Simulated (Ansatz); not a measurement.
`C=CBI` + H₂Se → `C=CB[SeH]` + HI at 600 K and 1 bar (ligand exchange at a B–I bond).

Program: Ansatz. Geometries: PBE0-D4/def2-TZVP. ΔE: electronic, gas phase. CCSD(T)/CBS is the MP2 limit (def2-TZVPP, def2-QZVPP) plus CCSD(T) − MP2 in def2-TZVPP, frozen cores. def2 core potentials past Kr. For I, Se outer-core shells are correlated without core-valence functions, which leaves a few kJ/mol of doubt a bond. Scalar relativity is left out up to krypton. One conformer a species, not always the lowest.

```csv
species,CCSD(T)/CBS energy (Eh),H − E (kJ/mol),S (J/(mol·K))
`C=CBI`,-400.74733,191.1,384.3
H₂Se,-2401.89790,57.0,244.8
`C=CB[SeH]`,-2504.61289,217.5,390.5
HI,-298.03592,31.6,227.0
```

H − E and S are ideal-gas, rigid-rotor, harmonic terms from PBE0-D4/def2-TZVP, for one conformer and one mirror image of each species. 1 Eh = 2625.50 kJ/mol, R = 8.31446 J/(mol·K).

Question: By hand: ΔE, ΔH, ΔS and ΔG.

Answer: ΔE = (-2504.61289) + (-298.03592) − (-400.74733) − (-2401.89790) = -0.00358 Eh = -9.4 kJ/mol. Δ(H − E) = 217.5 + 31.6 − 191.1 − 57.0 = 1.0, so ΔH = -8.4 kJ/mol. ΔS = 390.5 + 227.0 − 384.3 − 244.8 = -11.6 J/(mol·K). ΔG = -8.4 − 600 × (-11.6)/1000 = -1.4 kJ/mol.

Question: By hand: the equilibrium constant, and the temperature at which ΔG would vanish if ΔH and ΔS stayed fixed.

Answer: log₁₀ K = −ΔG/(RT ln 10) = 0.1. ΔG = 0 at ΔH/ΔS = 724 K, though so small a ΔH makes that figure unsure.

TΔS isn't small against ΔH here. The sign of ΔG lies within the doubt. A doubt of 5 kJ/mol in ΔE shifts log₁₀ K by 0.4 here. Other conformers and mirror images would add mixing entropy, several J/(mol·K) or more a flexible species. These are equilibria of isolated gas molecules and say nothing of rates. Largest T1 diagnostic: 0.013 (customary marks: 0.02 for closed shells, 0.045 for open ones).
